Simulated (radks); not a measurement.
The numbers below are computed, except where a source is named.
Species: I6+. Configuration: [Kr] 4d10 5s1. Level of theory: scalar-relativistic Kohn-Sham, LDA (Slater exchange, VWN5 correlation), spin-polarised, spherical densities, finite nucleus; open shells are filled with parallel spins first (spin-orbit coupling, left out, can overturn this in heavy ions); Fermi nuclear charge, rms radius 4.75 fm (a radial shooting solver on a logarithmic mesh with Libxc functionals).

Normalised radial functions P(r) = r R(r), r in bohr:

| r | 4s up | 4p down | 5s up |
|---|---|---|---|
| 0.001247 | 0.0786 | 0.0019 | 0.0347 |
| 0.00189 | 0.1112 | 0.0039 | 0.0491 |
| 0.002842 | 0.1532 | 0.0079 | 0.0676 |
| 0.004274 | 0.2050 | 0.0161 | 0.0905 |
| 0.006479 | 0.2627 | 0.0330 | 0.1159 |
| 0.009744 | 0.3090 | 0.0652 | 0.1363 |
| 0.01465 | 0.3146 | 0.1240 | 0.1387 |
| 0.02221 | 0.2287 | 0.2236 | 0.1006 |
| 0.0334 | 0.0104 | 0.3575 | 0.0040 |
| 0.05023 | -0.3094 | 0.4755 | -0.1370 |
| 0.07614 | -0.5212 | 0.4351 | -0.2290 |
| 0.1145 | -0.2657 | 0.0677 | -0.1122 |
| 0.1722 | 0.4499 | -0.5226 | 0.2047 |
| 0.261 | 0.7534 | -0.6854 | 0.3147 |
| 0.3925 | -0.1768 | 0.1383 | -0.1359 |
| 0.5903 | -1.2803 | 1.1615 | -0.5089 |
| 0.8948 | -1.0875 | 1.1304 | 0.0560 |
| 1.346 | -0.3425 | 0.4433 | 0.8433 |
| 2.024 | -0.0359 | 0.0650 | 0.7536 |
| 3.068 | -0.0007 | 0.0023 | 0.2052 |
| 4.613 | 0.0000 | 0.0000 | 0.0138 |

4s up: eigenvalue -254.79 eV, 3 radial nodes at r = 0.0339, 0.135, 0.372 bohr, <r> = 0.738 bohr, 90 % of the charge inside 1.06 bohr. 4p down: eigenvalue -201.61 eV, 2 radial nodes at r = 0.120, 0.374 bohr, <r> = 0.788 bohr, 90 % of the charge inside 1.15 bohr. 5s up: eigenvalue -82.934 eV, 4 radial nodes at r = 0.0338, 0.134, 0.358, 0.873 bohr, <r> = 1.69 bohr, 90 % of the charge inside 2.39 bohr.
